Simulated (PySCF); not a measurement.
## A parent and its derivatives

The calculation used TDDFT wB97X-D/def2-SVPD, vertical, gas phase, core orbitals frozen in the response in PySCF. Geometries: GFN2-xTB; one conformer of each isolated species. Triplets are in the Tamm–Dancoff approximation.

Parent: `N[Si@@H]1CC=N1`, with lowest singlet excitation energy 4.32 eV, mean static polarisability 59.7 au, LUMO energy 1.47 eV, HOMO–LUMO gap 10.02 eV, S1–T1 gap 0.56 eV, HOMO energy -8.55 eV. Its spectrum: 4.32 eV (f 0.001); 6.52 eV (f 0.011); 6.59 eV (f 0.026); 6.88 eV (f 0.045); 6.98 eV (f 0.001).

How do these changes move the values? H on N replaced by CHO (`O=CN[Si@H]1CC=N1`); H on N replaced by CH3 (`CN[Si@@H]1CC=N1`); H on N replaced by COCH3 (`CC(=O)N[Si@H]1CC=N1`); H on N replaced by allyl (`C=CCN[Si@@H]1CC=N1`); H on N replaced by cPr (`C1=N[Si@@H](NC2CC2)C1`).

```csv
change,SMILES,Δ S1 (eV),Δ α (au),Δ LUMO (eV),Δ gap (eV),Δ S1−T1 (eV),Δ HOMO (eV)
H on N replaced by CHO,O=CN[Si@H]1CC=N1,+0.09,+12.9,-0.17,+0.21,+0.03,-0.38
H on N replaced by CH3,CN[Si@@H]1CC=N1,+0.08,+12.2,+0.09,+0.04,+0.01,+0.06
H on N replaced by COCH3,CC(=O)N[Si@H]1CC=N1,+0.09,+24.7,+0.04,+0.18,+0.03,-0.14
H on N replaced by allyl,C=CCN[Si@@H]1CC=N1,+0.09,+34.0,+0.07,+0.07,+0.01,0.00
H on N replaced by cPr,C1=N[Si@@H](NC2CC2)C1,+0.04,+33.0,+0.05,-0.22,+0.01,+0.27
```

All changes raise S1, and it rises most with H on N replaced by CHO and H on N replaced by COCH3 (+0.09 eV). S1 is simply the lowest singlet of each species and needn't be the same kind of state throughout.
